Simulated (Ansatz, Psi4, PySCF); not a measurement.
CF$_{4}$, charge +1, doublet, at a GFN2-xTB geometry (a state made from the parent by changing its charge; the spin is typed, not shown lowest). Base run: PySCF with BLYP/cc-pVDZ.

Geometry (Å):
```xyz
5

F      0.0124    -1.0392    -0.8214
C      0.0000     0.0000     0.0000
F     -0.1729     1.1363    -0.6586
F     -1.0080    -0.0712     0.8565
F      1.1685    -0.0259     0.6235
```
Charge +1, spin multiplicity 2.
Orbitals are unrestricted.
All else is at PySCF's defaults.

The same geometry, method and basis name were run in Ansatz (a quantum-chemistry and plane-wave program) and Psi4 and PySCF, at each program's defaults and at the settings that a row names. The base is PySCF at its defaults. Differences at the defaults can come from grids, fitting, cores and function types together.

```csv
code and settings,ΔE vs base (mEh),basis functions,E (Eh),SCF cycles,outcome
"PySCF, defaults (exact integrals, its default grid, spherical functions)",0.000,70,-436.94702,31,converged
"Psi4, defaults (density fitting with its default set, its default grid, spherical functions)",-0.209,70,-436.94723,9,converged
"Ansatz, defaults (factorised integrals, its default grid, spherical functions)",0.001,70,-436.94702,-,converged
"PySCF, density fitting with def2-universal-jkfit",-,70,-,34,not converged
"PySCF, fine grid",-,70,-,24,not converged
"Psi4, exact integrals, spherical functions, fine grid",0.005,70,-436.94701,11,converged
"Ansatz, high accuracy",0.004,70,-436.94701,-,converged
```

Open shells are given as the SCF converged; they aren't shown to be the lowest states, and a large step between rows can be another state.
